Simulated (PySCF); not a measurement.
# One molecule, several mistakes: AlBClH3Si

These are calculations, not measurements. The program is PySCF 2.14.0, an open-source quantum chemistry code, run on an isolated molecule that a program drew, which may never have been made. The molecule is AlBClH3Si (charge 0, singlet), drawn as the SMILES string `[AlH2][B]([SiH])Cl`.

Each row is a Hartree-Fock (HF) and frozen-core CCSD(T) single point in the cc-pV(D+d)Z basis, meant for a local HF minimum. Run 1 is clean. Each other run has one planted mistake out of seven kinds, and not every kind appears here: one electron removed, one electron added, multiplicity raised by two, geometry at a saddle point, minimal basis STO-3G, one bond length entered in bohr, all coordinates scaled. The reference is restricted for singlets and unrestricted otherwise, and also for a bond in bohr. Adding or removing an electron swaps singlet and doublet. Electrons count all cores. HOMO and LUMO are orbital energies over both spins, the gradient is its largest component, and the lowest frequency (negative if imaginary) is given only where the gradient is small. Bond lengths are over the 6 bonds as drawn. T1 is the CCSD diagnostic: over 0.02 (restricted) or 0.045 (unrestricted) a single reference is doubtful.

Geometry of the clean run:
```xyz
7
AlBClH3Si, angstrom
Al   -1.1602    0.7915    0.8087
B     0.6953   -0.2593    0.4465
Si    1.4967   -1.1403   -1.1942
Cl    1.7637   -0.3342    1.9068
H    -1.2681    2.3473    0.5335
H    -2.4138    0.0141    1.3834
H     0.8172   -2.4549   -0.8515
```

```
run,electrons,basis functions,<S^2>,HOMO (eV),LUMO (eV),gradient (hartree/bohr),lowest frequency (cm^-1),mean bond (Å),longest bond (Å),T1,HF (hartree),CCSD(T) (hartree),mistake
1,52,98,0.000,-8.56,0.06,1.0e-05,77,1.7812,2.163,0.0175,-1016.73028,-1017.16318,no fault
2,52,35,0.000,-5.74,5.61,4.4e-02,-,1.7812,2.163,0.0149,-1005.24771,-1005.39137,minimal basis STO-3G
3,52,98,1.299,-7.98,0.47,2.3e-02,-,2.1019,4.087,0.0476,-1016.65610,-1017.06331,one bond length entered in bohr
4,53,98,0.770,-1.41,4.64,2.1e-02,-,1.7812,2.163,0.0313,-1016.75255,-1017.19994,one electron added
5,52,98,0.000,-8.67,-0.14,3.3e-02,-,1.9183,2.329,0.0182,-1016.70429,-1017.13836,all coordinates scaled
6,52,98,2.038,-8.05,-0.13,1.9e-02,-,1.7812,2.163,0.0274,-1016.70921,-1017.12435,?
```

**Which mistake was planted in run 6, and what did it cost?**

Electrons, basis and geometry are unchanged, and <S^2> is 2.038, beside S(S+1) = 2.00 for a multiplicity of 3. So the mistake is: multiplicity raised by two. Subtracting run 1 and multiplying by 627.51 kcal/mol a hartree, the energy moved by 13.2 kcal/mol in HF and 24.4 kcal/mol in CCSD(T).

Cautions from the logs. Run 3: T1 is over the limit, so its CCSD(T) energy is less reliable.
